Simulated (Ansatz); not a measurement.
A structure drawn as `[F][GeH]([Cl])[N]([SiH3])[SiH3]`, with this starting geometry:

Cartesian coordinates in Å:
```
F 1.680 -2.183 1.079
Ge 1.463 -0.794 0.000
Cl 3.316 0.330 -0.155
N 0.171 0.290 0.598
Si -1.362 -0.647 0.799
Si -0.193 1.552 -0.639
H 1.092 -1.380 -1.400
H -2.442 0.183 1.230
H -1.697 -1.332 -0.426
H -1.142 -1.708 1.853
H -0.569 0.867 -1.888
H -1.304 2.394 -0.224
H 0.988 2.426 -0.827
```

Total charge 0; spin multiplicity 1.

(1) Does it keep its bonds when Ansatz relaxes it at PBE-D4/def2-SVP and then PBE0-D4/def2-TZVP?

(2) Give the relaxed structure. (Estimate.)

Atoms count as bonded under 1.1 times the sum of their covalent radii (H–H under 0.85 Å, pairs among N, O and F under 1.55 Å), and a drawn bond as lost past 1.3 times.

Results:

(1) Yes, every drawn bond is still there and no new one forms.

(2) Ansatz gave: 
Z-matrix (Å, degrees):
```
Ge
Cl 1 2.135
N 1 1.810 2 111.4
F 1 1.730 2 106.0 3 -112.7
H 1 1.525 2 109.4 3 129.5
Si 3 1.747 1 120.5 2 -99.9
Si 3 1.739 1 119.1 2 73.6
H 6 1.488 3 105.3 1 172.2
H 6 1.483 3 111.6 1 -69.3
H 6 1.483 3 111.4 1 53.4
H 7 1.485 3 110.6 1 128.2
H 7 1.485 3 111.9 1 -110.3
H 7 1.489 3 106.7 1 9.1
```
All modes are real.
